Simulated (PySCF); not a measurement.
Scan of H2Mg, singlet: map of symmetric stretch and bend. Scanned: Mg-H bond length and H-Mg-H angle.

Level of theory: CCSD on RHF/cc-pVDZ, 1 core orbital frozen (PySCF).

Energy in kcal/mol above the lowest grid point; x is the Mg-H bond length (Å), y the H-Mg-H angle (°).

```
y \ x  1.45  1.54  1.62  1.71  1.80  1.88  1.97  2.05  2.14  2.22  2.31
-----  ----  ----  ----  ----  ----  ----  ----  ----  ----  ----  ----
180    20.0   7.6   1.9   0.0   1.6   5.2  10.9  17.1  24.9  32.2  40.6
170    20.4   8.0   2.3   0.3   1.9   5.5  11.2  17.4  25.1  32.4  40.8
160    21.5   9.1   3.4   1.4   2.9   6.5  12.2  18.3  26.0  33.3  41.6
150    23.5  11.0   5.2   3.2   4.7   8.1  13.8  19.8  27.5  34.6  42.9
140    26.4  13.8   7.9   5.8   7.2  10.5  16.0  22.0  29.5  36.6  44.7
130    30.3  17.5  11.6   9.3  10.5  13.7  19.1  24.9  32.2  39.1  47.1
120    35.2  22.3  16.2  13.7  14.7  17.8  22.9  28.5  35.6  42.3  50.0
110    41.4  28.3  22.0  19.3  20.0  22.8  27.6  33.0  39.8  46.2  53.6
100    49.2  35.7  29.1  26.1  26.5  28.9  33.4  38.5  44.9  51.0  58.0
90     58.8  44.9  37.9  34.4  34.4  36.5  40.5  45.2  51.1  56.8  63.3
80     70.7  56.3  48.9  44.8  44.3  45.8  49.3  53.4  58.8  63.9  69.8
70     85.0  70.2  62.3  57.7  56.5  57.5  60.3  63.7  68.4  72.8  77.8
```

Points that lie below all their neighbours on the grid: x = 1.71, y = 180 on the edge of the grid (0.0 kcal/mol).
